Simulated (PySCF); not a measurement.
## How methods differ on the ionisation energy of Tc⁺

Tc⁺ [Kr] 4d5 5s1 (7S) → Tc²⁺ [Kr] 4d5 (6S), as a difference of total energies. Calculation: PySCF 2.14, in ANO-RCC-VTZP (7s6p4d2f1g, 68 functions); the spin-free X2C one-electron Hamiltonian (Gaussian nucleus). Correlated levels: valence: [Kr] frozen; valence and next inner shell: [Ar] 3d10 frozen. The calculations carry no spin-orbit coupling.

```csv
method,ionisation energy (eV)
UHF,14.249
LDA,15.868
PBE,15.570
PBE0,15.303
r2SCAN,15.483
M06-2X,15.007
B97-3,15.020
MP2 (valence),14.811
SCS-MP2 (valence),14.436
SCS-MP2 (valence and next inner shell),14.807
```

Problem. Estimate what MP2 (valence and next inner shell) gives.

Solution. 15.184 eV, closest to PBE0 among the rows shown.

Problem. Estimate what M06 gives.

Solution. 14.836 eV, closest to MP2 (valence) among the rows shown.

Errors of the correlated levels include the incompleteness of this basis and the frozen core.

For comparison: 15.26 eV (semi-empirical (NIST evaluation); NIST Atomic Spectra Database, ionization energies).
